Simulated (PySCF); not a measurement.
Compounds:

A. SMILES C1P(C(C)C)C1
B. `C1=CC(CC#C)=CC12CC2`
C. 2-Hydroxypyridine (SMILES Oc1ccccn1)
D. `C=CO/C=C/C#N`

Spectrum 1. ¹H NMR (300 MHz, computed): δ 6.91 (d, 1H), 6.33 (d, 1H), 5.94 (s, 1H), 3.43 (d, 2H), 1.48 (m, 2H), 1.46 (m, 2H), 1.42 (t, 1H). ¹³C{¹H} NMR (computed): δ 149.1 (CH), 146.8 (C), 141.9 (CH), 138.7 (CH), 87.3 (C), 75.3 (CH), 40.7 (C), 23.1 (CH2), 15.0 (CH2).

Spectrum 2. ¹H NMR (300 MHz, computed): δ 1.17 (m, 6H), 0.72 (m, 4H), -0.08 (m, 1H). ¹³C{¹H} NMR (computed): δ 42.9 (CH), 23.7 (CH3), 8.5 (CH2).

Spectrum 3. ¹H NMR (300 MHz, computed): δ 7.18 (d, 1H), 6.62 (m, 1H), 5.14 (m, 1H), 5.03 (d, 1H), 4.77 (m, 1H). ¹³C{¹H} NMR (computed): δ 169.8 (CH), 156.7 (CH), 120.7 (C), 102.2 (CH2), 84.8 (CH).

Spectrum 4. ¹H NMR (300 MHz, computed): δ 8.40 (dd, J = 5.8, 1.6 Hz, 1H), 7.91 (ddd, J = 9.3, 8.1, 1.6 Hz, 1H), 6.95 (dd, J = 8.1, 5.8 Hz, 1H), 6.88 (d, J = 9.3 Hz, 1H), 5.67 (br s, 1H). ¹³C{¹H} NMR (computed): δ 169.4 (C), 154.3 (CH), 145.3 (CH), 120.6 (CH), 111.7 (CH).

How the numbers were obtained: couplings computed with B3LYP/pcJ-1 (spin–dipole term left out of most H,H and C,H couplings), coordinates at the GFN2-xTB level, GIAO PBE0/pcSseg-1 shieldings, in PySCF (isolated molecule, one computed conformer, rapidly exchanging positions averaged, non-relativistic Hamiltonian).

Chemical shifts δ = σref − σ; ¹H, ¹³C against TMS, all at this level. Multiplet labels drop J under 1 Hz and among equivalent protons, and merge close values. Unscaled 3J(H,H) run several per cent high. Splittings of carbon signals by F and P are missing where no couplings were computed. Where no couplings were computed, multiplicities follow the n + 1 count of equivalent neighbours, and m marks all less simple cases (inequivalent or close neighbours, rings, F or P nearby). Shifts are as computed. Against solution values, carbons near 30 ppm lie about +3 ppm off and those near 130 ppm about +5 ppm. Of 1211 compounds with measured shifts, 218 miss one by over three times the rms of a fit or turn the order of signals round; such compounds aren't used in these exercises. OH and NH positions are gas-phase values without hydrogen bonding to other molecules.

**Question.** Which spectrum belongs to which compound?

**Answer.** 1–B, 2–A, 3–D, 4–C.

- Spectrum 1 (B): 9 ¹³C signals; δC 149.1 is an alkene CH; δC 146.8 is a fully substituted alkene carbon.
- Spectrum 2 (A): 3 ¹³C signals; δC 23.7 is a methyl carbon; δC 8.5 is a three-membered-ring carbon.
- Spectrum 3 (D): 5 ¹³C signals; δC 169.8 is an alkene carbon bearing oxygen; δC 156.7 is an alkene carbon bearing oxygen.
- Spectrum 4 (C): 5 ¹³C signals; δC 169.4 is an aromatic carbon bearing oxygen; δC 154.3 is an aromatic CH next to a ring nitrogen.
